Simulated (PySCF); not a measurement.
TaCl4, SMILES [Cl][Ta+]([Cl])([Cl])[Cl], charge +1, multiplicity 1. Coordinates come from a PBE-D3(BJ)/def2-SVP optimisation. The multiplicity is an assumed one; no other spin state was optimised. The isomer is the one that the SMILES or the coordinates give; other isomers of the formula were not compared. The def2 effective core potentials stand for the cores of Ta; spin–orbit coupling is left out.

Computed equilibrium geometry at PBE-D3(BJ)/def2-SVP (PySCF confirms it by a frequency run) as a Z-matrix, and its point group:
point group Td.
```
Ta
Cl 1 2.2352
Cl 1 2.2352 2 109.47
Cl 1 2.2352 2 109.47 3 120.00
Cl 1 2.2352 2 109.47 3 -120.00
```
Charge +1, spin multiplicity 1.
